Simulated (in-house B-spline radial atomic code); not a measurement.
Results of a calculation; reference values are marked as such.
Weak and strong correlation along the adiabatic connection

Two-electron singlets in several external potentials (atomic units), by full CI in B-splines with partial waves to l = 8 (correlation energies up to 0.6 % small). The repulsion is scaled by λ at fixed density; W(λ) is the mean repulsion less the Hartree energy, W(0) = E_x, and the area under W from 0 to 1 is E_xc.

One system gave this curve:

```json
{"λ": "0", "W (hartree)": "-0.37114"}
{"λ": "0.02", "W (hartree)": "-0.37298"}
{"λ": "0.05", "W (hartree)": "-0.37566"}
{"λ": "0.12", "W (hartree)": "-0.38154"}
{"λ": "0.25", "W (hartree)": "-0.39127"}
{"λ": "0.4", "W (hartree)": "-0.4009"}
{"λ": "0.6", "W (hartree)": "-0.41164"}
{"λ": "0.8", "W (hartree)": "-0.42054"}
{"λ": "1", "W (hartree)": "-0.42804"}
{"λ": "1.4", "W (hartree)": "-0.43994"}
{"λ": "2", "W (hartree)": "-0.45272"}
{"λ": "3", "W (hartree)": "-0.46651"}
{"λ": "4.5", "W (hartree)": "-0.47883"}
{"λ": "7", "W (hartree)": "-0.49027"}
{"λ": "10", "W (hartree)": "-0.49805"}
```

(1) Which system is it?
A. −Z/r, Z = 3.5
B. ω²r²/2 − Z/r, ω = 2.3, Z = 0.5
C. ω²r²/2 − Z/r, ω = 0.123, Z = 0.7
D. −Z exp(−kr)/r, Z = 7.99, k = 1.07

Answers

(1) C. The exchange energy sets the size: ω²r²/2 − Z/r, ω = 0.123, Z = 0.7: E_x = -0.371, E_c = -0.0331; −Z exp(−kr)/r, Z = 7.99, k = 1.07: E_x = -4.69, E_c = -0.0454; −Z/r, Z = 3.5: E_x = -1.96, E_c = -0.0438; ω²r²/2 − Z/r, ω = 2.3, Z = 0.5: E_x = -1.24, E_c = -0.043 hartree.
